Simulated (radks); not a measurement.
Initial-state core-level shifts of the scandium ion Sc+ when its valence configuration changes from [Ar] 3d1 4s1. Calculated with a radial shooting solver on a logarithmic mesh with Libxc functionals: scalar-relativistic Kohn-Sham, PBE, spin-polarised, spherical densities, finite nucleus; open shells are filled with parallel spins first; Fermi nuclear charge, rms radius 3.5459 fm. Shifts are changes of the shell-averaged eigenvalues in eV (positive: less bound); the change of the density at the nucleus, which sets a Mossbauer isomer shift, is in e/bohr^3, on a base of 7297.

3d1 4p1: 2s -1.175; 2p -1.174; 3s -1.188; 3p -1.175; density at nucleus -3.7374
3d2: 2s +4.872; 2p +4.806; 3s +4.308; 3p +4.097; density at nucleus -4.5981
3d0.5 4s1.5: 2s -3.157; 2p -3.118; 3s -2.680; 3p -2.548; density at nucleus +2.7745
4s2: 2s -6.740; 2p -6.654; 3s -5.597; 3p -5.313; density at nucleus +6.1670
3d0.5 4s0.5 4p1: 2s -4.282; 2p -4.238; 3s -3.786; 3p -3.634; density at nucleus -1.0684
3d0.5 4s1 4p0.5: 2s -3.684; 2p -3.642; 3s -3.195; 3p -3.052; density at nucleus +0.9247
4s1 4p1: 2s -7.770; 2p -7.678; 3s -6.599; 3p -6.294; density at nucleus +2.0543
4s0.5 4p1.5: 2s -8.367; 2p -8.273; 3s -7.176; 3p -6.860; density at nucleus -0.0755
3d1 4s0.5 4p0.5: 2s -0.590; 2p -0.589; 3s -0.597; 3p -0.590; density at nucleus -1.8639
